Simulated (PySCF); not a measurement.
Isomers of [C10H10]+ (charge +1 and doublet state), from PBE0-D3(BJ)/def2-SVP geometry optimisation, gas phase in PySCF. One conformer each, no zero-point energy, no frequencies.

Problem. Which isomer lies lower at this level?
A. `[CH2:1]=[C:2]([CH:3][CH2+:4])[c:5]1[cH:6][cH:7][cH:8][cH:9][cH:10]1` (charge +1 and doublet state) with C1–C2–C3–C4 153°, C2–C3–C4–H -2° and -178°, C1–C2–C5–C6 146°: A = 2492, B = 1036, C = 791.3 MHz, dipole 2.09 D
B. `[CH:1]1[CH+:2][CH2:3][CH2:4][c:5]2[cH:6][cH:7][cH:8][cH:9][c:10]21` (charge +1 and doublet state) with C10–C1–C2–C3 0°, C1–C2–C3–C4 -21°, C2–C3–C4–C5 34°, C3–C4–C5–C6 156°: A = 2895, B = 1180, C = 854.0 MHz, dipole 1.42 D

Solution. B. That is `c1c2c(CC[CH+][CH]2)ccc1` [radical], 35.3 kcal/mol below the other.

```tsv
SMILES	mapped SMILES	E (Eh)	relative (kcal/mol)	relative (kJ/mol)	dipole about centre of mass (D)	⟨S²⟩
[CH]1[CH+]CCc2ccccc21	[CH:1]1[CH+:2][CH2:3][CH2:4][c:5]2[cH:6][cH:7][cH:8][cH:9][c:10]21	-386.08406	0.0	0.0	1.42	0.770
C=C([CH][CH2+])c1ccccc1	[CH2:1]=[C:2]([CH:3][CH2+:4])[c:5]1[cH:6][cH:7][cH:8][cH:9][cH:10]1	-386.02774	35.3	147.9	2.09	0.773
```
